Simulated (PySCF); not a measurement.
Molfile (atoms numbered from 1):
```
C7H6F2S
     RDKit          3D

 16 16  0  0  0  0  0  0  0  0999 V2000
    2.3410    0.0218    1.7035 F   0  0  0  0  0  0  0  0  0  0  0  0
    2.8035    0.1319    0.4490 C   0  0  0  0  0  0  0  0  0  0  0  0
    2.6403    1.4166    0.0804 F   0  0  0  0  0  0  0  0  0  0  0  0
    1.9738   -1.0114   -0.6818 S   0  0  0  0  0  0  0  0  0  0  0  0
    0.2932   -0.4922   -0.4149 C   0  0  0  0  0  0  0  0  0  0  0  0
   -0.1912    0.6679   -1.0269 C   0  0  0  0  0  0  0  0  0  0  0  0
   -1.5108    1.0593   -0.8153 C   0  0  0  0  0  0  0  0  0  0  0  0
   -2.3497    0.2885   -0.0107 C   0  0  0  0  0  0  0  0  0  0  0  0
   -1.8675   -0.8732    0.5906 C   0  0  0  0  0  0  0  0  0  0  0  0
   -0.5447   -1.2643    0.3936 C   0  0  0  0  0  0  0  0  0  0  0  0
    3.8789   -0.1180    0.4260 H   0  0  0  0  0  0  0  0  0  0  0  0
    0.4746    1.2589   -1.6579 H   0  0  0  0  0  0  0  0  0  0  0  0
   -1.8872    1.9704   -1.2862 H   0  0  0  0  0  0  0  0  0  0  0  0
   -3.3862    0.5956    0.1483 H   0  0  0  0  0  0  0  0  0  0  0  0
   -2.5233   -1.4773    1.2220 H   0  0  0  0  0  0  0  0  0  0  0  0
   -0.1502   -2.1640    0.8699 H   0  0  0  0  0  0  0  0  0  0  0  0
  1  2  1  0
  2  3  1  0
  2  4  1  0
  4  5  1  0
  5  6  2  0
  6  7  1  0
  7  8  2  0
  8  9  1  0
  9 10  2  0
 10  5  1  0
  2 11  1  0
  6 12  1  0
  7 13  1  0
  8 14  1  0
  9 15  1  0
 10 16  1  0
M  END
```

Computed data (PySCF 2.14.0 with density-fitted response routines): coordinates at the PBE0-D3(BJ)/def2-SVP level, GIAO PBE0/pcSseg-1 shieldings. One computed conformer, in vacuum, one averaged value for each set of equivalent atoms, no relativistic terms.

Task: Predict the 2D correlation tables (HSQC, COSY, HMBC).

Result: 

HSQC (one-bond C–H):
| δH | δC |
| --- | --- |
| 7.89 (H12/H16) | 144.9 (C6/C10) |
| 7.57 (H14) | 135.9 (C8) |
| 7.53 (H13/H15) | 134.1 (C7/C9) |
| 6.56 (H11) | 124.1 (C2) |

COSY cross peaks (H two or three bonds apart, from the bond graph; peaks can be absent where the dihedral angle is near 90°):
| δH | δH |
| --- | --- |
| 7.89 (H12/H16) | 7.53 (H13/H15) |
| 7.57 (H14) | 7.53 (H13/H15) |

HMBC (two and three bonds, from the bond graph):
| δH | δC |
| --- | --- |
| 7.89 (H12/H16) | 144.9 (C6/C10), 135.9 (C8), 134.1 (C7/C9), 131.7 (C5) |
| 7.57 (H14) | 144.9 (C6/C10), 134.1 (C7/C9) |
| 7.53 (H13/H15) | 144.9 (C6/C10), 135.9 (C8), 134.1 (C7/C9), 131.7 (C5) |
| 6.56 (H11) | 131.7 (C5) |

δ = σ(ref) − σ, references computed at the same level: TMS for $^{1}$H (σ = 31.27 ppm) and $^{13}$C (σ = 184.41 ppm).

Shifts are as computed. Against solution values, carbons near 30 ppm lie about +2 ppm off and those near 130 ppm about +5 ppm; carbons on S a further +3 ppm. Of 1211 compounds with measured shifts, 218 miss one by over three times the rms of a fit or turn the order of signals round; such compounds aren't used in these exercises.
